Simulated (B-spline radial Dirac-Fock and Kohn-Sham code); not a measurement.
Dy⁵²⁺: scattering cross sections and density moments

System: dysprosium as Dy⁵²⁺ in the configuration [Ne] 3s2 3p2.

Model: relativistic Hartree-Fock (Dirac-Fock) wave functions, averaged over the configuration. Program: a radial atomic solver.

```
Sum of ⟨r⟩                          : 1.527 bohr
Sum of ⟨r²⟩                         : 0.2677 bohr²
Sum of ⟨1/r⟩                        : 313.02 per bohr
Langevin diamagnetic susceptibility : -0.212 × 10⁻⁶ cm³/mol
Lamb shielding (α²/3)Σ⟨1/r⟩         : 5556 ppm
```

Coherent scattering is the Thomson cross section weighted by f₀², without anomalous dispersion; incoherent scattering is Klein-Nishina weighted by S. The Lamb formula is the non-relativistic shielding expression. Electron correlation is left out. A dash stands where the photon energy is too low for the impulse approximation behind that column.

| hν (keV) | coherent (b) | incoherent (b) | incoherent per electron (b) |
| --- | --- | --- | --- |
| 1 | 130.3 | – | – |
| 2 | 129.9 | – | – |
| 8.0478 | 123.1 | – | – |
| 10 | 119.5 | – | – |
| 30 | 73.70 | 2.254 | 0.161 |
| 200 | 6.079 | 4.625 | 0.330 |
| 500 | 1.176 | 3.788 | 0.271 |
| 1000 | 0.3114 | 2.879 | 0.206 |

Incoherent scattering overtakes coherent scattering between 200 and 500 keV.

Values without a named source are computed, but for edge energies of neutral atoms, which are taken from tables.
